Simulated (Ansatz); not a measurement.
`Sc1sc(-c2sc(-c3sc(S)c4c3OCCO4)c3c2OCCO3)c2c1OCCO2` with charge -1. Charge -1, multiplicity 2. Geometry PBE-D4/def2-SVP, that of the neutral singlet.

```xyz
43

S    -3.128   -6.201    0.591
C    -2.474   -4.574    0.596
S    -0.854   -4.229    0.012
C    -1.047   -2.498    0.254
C    -0.023   -1.548   -0.071
S    -0.252    0.189    0.110
C     1.359    0.545   -0.509
C     1.868    1.882   -0.611
S     3.498    2.244   -1.161
C     3.275    3.972   -0.944
S     4.579    5.110   -1.222
C     1.997    4.246   -0.467
C     1.208    3.070   -0.285
O    -0.079    3.106    0.178
C    -0.382    4.351    0.810
C     0.104    5.518   -0.040
O     1.525    5.493   -0.198
C     2.018   -0.642   -0.834
C     1.248   -1.810   -0.585
O     1.715   -3.070   -0.835
C     2.867   -3.060   -1.683
C     3.861   -1.993   -1.240
O     3.286   -0.686   -1.338
C    -2.319   -2.236    0.768
C    -3.125   -3.399    0.957
O    -4.394   -3.339    1.444
C    -4.694   -2.071    2.035
C    -4.184   -0.922    1.174
O    -2.761   -0.973    1.056
H    -2.777   -6.563    1.867
H     4.307    5.414   -2.532
H    -1.482    4.386    0.935
H     0.095    4.391    1.817
H    -0.388    5.482   -1.040
H    -0.144    6.485    0.441
H     2.557   -2.873   -2.737
H     3.318   -4.069   -1.617
H     4.180   -2.186   -0.190
H     4.756   -1.995   -1.891
H    -4.237   -2.008    3.050
H    -5.796   -2.024    2.140
H    -4.650   -0.970    0.162
H    -4.431    0.054    1.634
```

Single mean-field runs in def2-TZVP are fitted with def2-universal-jkfit. At PBE-D4/def2-TZVP, B97M-V/def2-TZVP, PBE0-D4/def2-TZVP the highest occupied level of the charge -1 doublet lies above zero (up to 0.96 eV). By energy differences its removal costs 0.67 eV (vertical, to the charge 0 singlet, at PBE-D4/def2-TZVP); self-interaction error and the lack of diffuse functions both raise the level.

Problem. Estimate the α-spin orbital energies around the gap (eV) in Ansatz with PBE-D4/def2-TZVP, B97M-V/def2-TZVP, PBE0-D4/def2-TZVP.

Solution. 
```csv
orbital,PBE-D4/def2-TZVP,B97M-V/def2-TZVP,PBE0-D4/def2-TZVP
HOMO−5,-2.23,-2.49,-3.38
HOMO−4,-2.08,-2.38,-3.27
HOMO−3,-2.07,-2.37,-3.26
HOMO−2,-1.87,-2.14,-3.01
HOMO−1,-0.94,-1.09,-1.85
HOMO,0.96,0.95,0.44
LUMO,1.80,1.92,2.38
LUMO+1,2.37,2.52,3.17
LUMO+2,2.56,2.73,3.39
LUMO+3,2.70,2.91,3.62
LUMO+4,2.70,2.92,3.64
LUMO+5,2.77,2.94,3.65
β HOMO,-0.76,-0.85,-1.47
β LUMO,1.19,1.27,1.84
```
